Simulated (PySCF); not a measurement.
## Ionisation energy of F²⁺ by level of theory

F²⁺ [He] 2s2 2p3 (4S) → F³⁺ [He] 2s2 2p2 (3P), as a difference of total energies. All numbers are calculated (PySCF 2.14, the non-relativistic Hamiltonian (point nucleus), in aug-cc-pwCVQZ). Correlated levels: valence: 1s2 frozen; valence and next inner shell: nothing frozen. The calculations carry no spin-orbit coupling.

```
                                method  ionisation energy (eV)
                                   UHF                  62.255
                                   LDA                  63.186
                                   PBE                  62.851
                                  PBE0                  62.930
                                r2SCAN                  63.172
                             BHandHLYP                  62.815
                                 TPSSh                  62.878
                     SCS-MP2 (valence)                  62.625
    MP2 (valence and next inner shell)                  62.960
SCS-MP2 (valence and next inner shell)                  62.669
```

Q: Estimate what PW91 gives.

A: 62.984 eV, closest to MP2 (valence and next inner shell) among the rows shown.

Q: Estimate what MP2 (valence) gives.

A: 62.903 eV, closest to TPSSh among the rows shown.

A first-order spin-orbit estimate (lowest level to lowest level, LS coupling) adds -0.054 eV.

Errors of the correlated levels include the incompleteness of this basis and the frozen core.

For comparison: 62.708 eV (semi-empirical (NIST evaluation); NIST Atomic Spectra Database, ionization energies).
